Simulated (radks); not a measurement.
Charge is removed step by step from the 4d down level of Rh, starting from [Kr] 4d(up 5, down 3) 5s1. Calculated with a radial shooting solver on a logarithmic mesh with Libxc functionals: scalar-relativistic Kohn-Sham, PBE, spin-polarised, spherical densities, point nucleus; open shells are filled with parallel spins first (spin-orbit coupling, left out, can overturn this in heavy ions).

| removed (e) | E - E(0) (eV) | eigenvalue (eV) | E minus straight line (eV) |
|---|---|---|---|
| 0 | 0.000 | -5.015 | 0.000 |
| 0.125 | 0.699 | -6.168 | -0.544 |
| 0.25 | 1.544 | -7.360 | -0.942 |
| 0.375 | 2.540 | -8.589 | -1.188 |
| 0.5 | 3.693 | -9.854 | -1.279 |
| 0.625 | 5.005 | -11.152 | -1.209 |
| 0.75 | 6.482 | -12.481 | -0.975 |
| 0.875 | 8.127 | -13.840 | -0.574 |
| 1 | 9.943 | -15.228 | 0.000 |

Removing the whole electron costs 9.943 eV by Delta-SCF, against 5.015 eV from minus the eigenvalue at the starting occupation. Slater's transition state (half an electron removed) gives 9.854 eV. Integrating minus the eigenvalue over the occupation (Janak's theorem) gives 9.943 eV. In this scalar-relativistic scheme the density is built from large components alone, so the theorem holds only approximately. The mean slope of the eigenvalue, de/dn, is 10.2 eV per electron.
